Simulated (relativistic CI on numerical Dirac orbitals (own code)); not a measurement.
## Lu XXXV: sensitivity of the levels to the model

Base calculation: Dirac-Coulomb-Breit CI, orbitals from a KLI potential per configuration, QED by a radiative potential, unscaled Slater integrals.

Configuration list (outside the closed core [Ar] 3d10): 4s²4p⁶4d, 4s²4p⁶4f, 4s²4p⁵4d², 4s4p⁶4d², 4s²4p⁵4d4f, 4s4p⁶4d4f, 4s²4p⁶5s, 4s²4p⁶5p, 4s²4p⁶5d, 4p⁶4d³, 4p⁵4d⁴, 4p⁵4d³4f, 4s4p⁶4f², 4s4p⁵4f³, 4p⁶4f³. Double excitations out of closed p, d and f shells are left out; levels of such configurations are missing from the list, as are those of other unlisted configurations, and high levels can miss mixing partners.

The lowest level and the first level of each name with at least 55 % of one term (blank where a level has no safe partner in the second run):

| Level | Base (cm⁻¹) | Shift (cm⁻¹) |
| --- | --- | --- |
| 4s²4p⁶4d ²D3/2 | 0 | 0 |
| 4s²4p⁶4d ²D5/2 | 122189 | +19 |
| 4s²4p⁵4d² ⁴D°1/2 | 1139192 | +7375 |
| 4s²4p⁵4d² ⁴G°9/2 | 1266419 | +5210 |
| 4s²4p⁵4d² ²P°1/2 | 1450548 | -2376 |
| 4s²4p⁵4d² ²P°3/2 | 1535682 | -10292 |
| 4s²4p⁶4f ²F°7/2 | 1638040 | -6693 |
| 4s4p⁶4d² ⁴F3/2 | 2486287 | +17096 |
| 4s4p⁶4d² ⁴P1/2 | 2563816 | +11668 |
| 4s4p⁶4d² ⁴F7/2 | 2606990 | +16477 |
| 4s²4p⁵4d4f ⁴G5/2 | 2614552 | +13341 |
| 4s4p⁶4d² ⁴P3/2 | 2629038 | +13921 |

At this charge energies of transitions that change n are usually good to better than 1 %, and those within a shell (Δn = 0) to a few per cent.

Task: One thing was changed in a second run, which moved the levels as shown. Which?
A. only the first 3 configurations
B. valence Slater integrals scaled by 0.9
C. Breit term removed
D. QED terms removed
E. configuration mixing switched off

Result: B. Valence Slater integrals scaled by 0.9. Scaling acts on the splittings between terms and on the mixing, and leaves the fine structure of pure LS terms nearly alone; in jj coupling it moves the levels of one term differently.

LS names give the leading component of a level, which can be under half, so a name can repeat, a term be missing and a line seem to break the LS rules.
